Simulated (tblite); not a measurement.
A tight-binding relaxation on `CC([B@-](C)([N+]#C)C#CC)C`.

Computed with GFN2-xTB geometry optimisation, gas phase (tblite 0.8.0). Start geometry: from a force field or distance geometry. The input is one job of a driver script: a line of settings, then coordinates in Å.

Command:
```bash
OMP_NUM_THREADS=1 python probes_run.py task.json out
```

Input:
```
{"job": {"kind": "relax", "xc": "GFN2-xTB", "basis": "xTB"}, "charge": 0, "multiplicity": 1}
C     -1.807600     2.148100    -0.695000
N     -1.038800     1.440200    -0.238900
B     -0.017400     0.511000     0.374000
C      0.534100     1.176100     1.726000
C      1.162500     0.369200    -0.608700
C      2.081800     0.256900    -1.385300
C      3.207200     0.121900    -2.317000
C     -0.693800    -0.951300     0.652600
C     -1.830200    -0.894300     1.684100
C     -1.221800    -1.606800    -0.642000
H     -2.534500     2.802800    -1.120800
H     -0.308400     1.519800     2.370000
H      1.124000     0.423700     2.312900
H      1.186800     2.040500     1.502000
H      3.223100     0.998200    -2.998500
H      4.154900     0.076500    -1.731500
H      3.085800    -0.810600    -2.898200
H      0.091800    -1.623600     1.061300
H     -2.277700    -1.896600     1.836300
H     -1.446400    -0.553200     2.674800
H     -2.641900    -0.193500     1.353200
H     -0.396400    -1.729300    -1.380600
H     -1.620800    -2.607700    -0.417000
H     -2.028100    -0.998100    -1.106000
```

Output:
```
step      E/eV     max force
  0    -769.98327    1.668
  1    -770.05209    3.952
  2    -770.14148    0.939
  3    -770.16938    0.406
  4    -770.18328    0.539
  5    -770.18749    1.468
  6    -770.20175    0.331
  7    -770.20622    0.212
  8    -770.21126    0.225
  9    -770.21323    0.116
... (45 lines left out)
 55    -770.23021    0.021
 56    -770.23029    0.023
 57    -770.23038    0.022
 58    -770.23046    0.021
 59    -770.23054    0.024
 60    -770.23061    0.024
 61    -770.23068    0.020
 62    -770.23073    0.015
 63    -770.23076    0.012
 64    -770.23077    0.009
```

«max force» is the largest atomic force in eV/Å.

Problem. From which step on does the largest force stay under 0.1 eV/Å, and how much energy is left to gain from there?

Solution. From step 15 (0.072 eV/Å), 9.1 meV above the end.

Main results: energy lowered by 5.7 kcal/mol over 64 steps; largest atomic force 0.009 eV/Å at the end.

Problem. Give the final coordinates.

Solution. 0.085 Å rms from the input after alignment:
```
atom  x, y, z in Å
C1    -1.7699    2.0199   -0.6607
N2    -0.9437    1.3759   -0.1925
B3     0.0468    0.4916    0.4126
C4     0.5436    1.2175    1.7946
C5     1.1942    0.3646   -0.6319
C6     2.0992    0.2543   -1.4155
C7     3.2001    0.1135   -2.3508
C8    -0.7240   -0.9611    0.6575
C9    -1.8731   -0.8762    1.6599
C10   -1.2230   -1.5777   -0.6490
H11   -2.5195    2.6192   -1.0926
H12   -0.2887    1.5039    2.4337
H13    1.1795    0.5402    2.3578
H14    1.1241    2.1135    1.5859
H15    3.2268    0.9656   -3.0315
H16    4.1459    0.0673   -1.8099
H17    3.0857   -0.7998   -2.9360
H18    0.0318   -1.6361    1.0716
H19   -2.3227   -1.8578    1.8106
H20   -1.5223   -0.5160    2.6233
H21   -2.6528   -0.2030    1.3034
H22   -0.4148   -1.6357   -1.3744
H23   -1.6073   -2.5836   -0.4798
H24   -2.0273   -0.9805   -1.0789
```

Hardware: one thread, Arm Neoverse V1 (aarch64) (shared host). Cost: 0.61 s.
Labels such as C1 count atoms from 1, the log's own numbers from 0.
